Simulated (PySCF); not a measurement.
A PySCF script (with the pyscf-properties extension) for the NMR shieldings of `C[C@@H](NC)C[SiH3]`, C4H13NSi, on a GFN2-xTB geometry:

```python
import basis_set_exchange as bse
import numpy as np
from pyscf import gto, dft
from pyscf.prop import nmr

atoms = """
C    -0.911743    1.923006    0.292029
N    -0.688878    0.529383    0.614205
C    -0.551376   -0.336479   -0.556774
C    -0.992856   -1.751759   -0.203411
C     0.924005   -0.303562   -0.944165
Si    1.934334   -0.071751    0.653703
H    -0.064906    2.298369   -0.280177
H    -0.983418    2.495785    1.215399
H    -1.826259    2.087123   -0.297929
H    -1.444484    0.199118    1.208073
H    -1.186739    0.025029   -1.387318
H    -0.868984   -2.408639   -1.061124
H    -2.042354   -1.769543    0.089630
H    -0.392937   -2.132901    0.618479
H     1.118111    0.526300   -1.623799
H     1.199701   -1.210347   -1.479839
H     1.485682   -0.955955    1.726808
H     1.964773    1.321776    1.089406
H     3.318525   -0.455701    0.319341
"""
names = dict.fromkeys(["C", "N", "Si", "H"], "pcSseg-1")
basis = {el: gto.basis.parse(bse.get_basis(n, elements=[el], fmt="nwchem")) for el, n in names.items()}
mol = gto.M(atom=atoms, basis=basis, charge=0, verbose=0)
mf = dft.RKS(mol, xc="PBE0")
mf.grids.level = 2
mf.grids.alignment = dft.numint.BLKSIZE   # the property module wants whole blocks of grid points
mf.conv_tol = 1e-9
mf.kernel()

calc = nmr.RKS(mf)   # GIAO
C = mf.mo_coeff
Co = C[:, mf.mo_occ > 0]
resp = mf.gen_response(singlet=True, hermi=2)
def vind(x):   # induced exchange potential for any number of trial vectors
    d = np.einsum("pi,xij,qj->xpq", C, 2 * x.reshape(-1, C.shape[1], Co.shape[1]), Co, optimize=True)
    return np.einsum("xpq,pi,qj->xij", resp(d - d.transpose(0, 2, 1)), C, Co, optimize=True).ravel()
mo1, _ = nmr.rhf.solve_mo1(calc, with_cphf=vind)
sigma = calc.kernel(mo1)
for i, s in enumerate(sigma):   # ppm
    print("%2d %-2s %9.2f" % (i, mol.atom_pure_symbol(i), np.trace(s) / 3))
```

Problem. What are the results?

Solution. 
```
 0 C     149.57
 1 N     196.30
 2 C     133.61
 3 C     161.28
 4 C     166.92
 5 Si    439.33
 6 H      29.30
 7 H      29.11
 8 H      29.29
 9 H      31.18
10 H      29.03
11 H      30.72
12 H      30.86
13 H      30.21
14 H      29.95
15 H      30.82
16 H      27.73
17 H      28.07
18 H      28.11
```

These numbers come from an equivalent density-fitted implementation of the same equations, which agrees with the script to about 0.01 ppm for H and up to a few tenths of a ppm for heavy atoms, so last digits may differ.

Problem. Turn these shieldings into chemical shifts. Shifts are taken against calculated references (same method and geometry level): 13C (σ = 186.93 ppm) and 29Si (σ = 349.16 ppm) and 1H (σ = 31.72 ppm) against TMS; NH3 for 15N (σ = 267.73 ppm).

Solution. Averaging equivalent atoms: C 2: 53.3; C 0: 37.4; C 3: 25.6; C 4: 20.0; N 1: 71.4; Si 5: -90.2; H 16/17/18: 3.75; H 10: 2.69; H 6/7/8: 2.48; H 14: 1.76; H 11/12/13: 1.12; H 15: 0.90; H 9: 0.54 ppm. Experimental scales use liquid or dissolved standards, which lie at an offset from isolated NH3 (liquid NH3: subtract about 20 ppm).

Size and cost of the density-fitted run: 174 basis functions, 34 s wall time on 1 thread of an x86-64 server CPU, shared host.
